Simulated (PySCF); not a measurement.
**Identify the compound**

Molecular formula: C7H15NSi. Simulated spectra:

¹H NMR (300 MHz, computed): δ 4.66 (s, 3H), 2.10 (m, 1H), 1.92 (m, 2H), 1.75 (m, 2H), 1.42 (m, 2H), 1.38 (m, 2H), 1.29 (m, 2H), 0.17 (br s, 1H).

¹³C{¹H} NMR (computed): δ 65.2 (C), 43.0 (CH2), 41.3 (CH2), 40.7 (CH), 34.0 (CH2).

Relativity neglected, one conformer, no solvent model, equivalent nuclei averaged. Geometry from GFN2-xTB; shieldings: GIAO PBE0/pcSseg-1; PySCF 2.14.0 with density-fitted response routines.

δ = σ(ref) − σ, references computed at the same level: ¹H (31.72 ppm) and ¹³C (186.93 ppm) vs TMS.

**Question.** What is the structure?

**Answer.** 
The formula gives 2 degrees of unsaturation (2 rings in the answer). 5 carbon signals for 7 carbons: some carbons are equivalent by symmetry or fast rotation. Carbon types of the structure: 1 × C, 1 × CH, 5 × CH2, leaving 4 H on heteroatoms. δC 65.2: fully substituted sp3 carbon bonded to N; the inductive effect lowers its shielding. δC 43.0, 41.3, 34.0: sp3 CH2 in a ring; saturated and bonded to C and H only. δC 40.7: sp3 CH in a ring; aliphatic region, no heteroatom directly attached. δH 4.66: hydrogen on a silicon bonded to N. δH 2.10: hydrogen on an sp3 CH in a ring. δH 1.92, 1.75, 1.42, 1.38, 1.29: hydrogen on an sp3 CH2 in a ring. δH 0.17: hydrogen on a nitrogen bonded to C, Si; exchangeable; this is the value without hydrogen bonding to other molecules.

These data were computed for SMILES [SiH3]N[C@]12CC[C@H](CC1)C2.

This is the structure that produced the data.

OH and NH positions are those of a molecule without intermolecular hydrogen bonds; in solution they move with solvent, concentration and temperature, and exchange usually removes their couplings. Shifts are as computed. Against solution values, carbons near 30 ppm lie about +3 ppm off and those near 130 ppm about +5 ppm. Of 1211 compounds with measured shifts, 218 miss one by over three times the rms of a fit or turn the order of signals round; such compounds aren't used in these exercises. Multiplicities follow the n + 1 count of equivalent neighbours, as no J values were calculated; m marks all less simple cases, F and P coupling included.
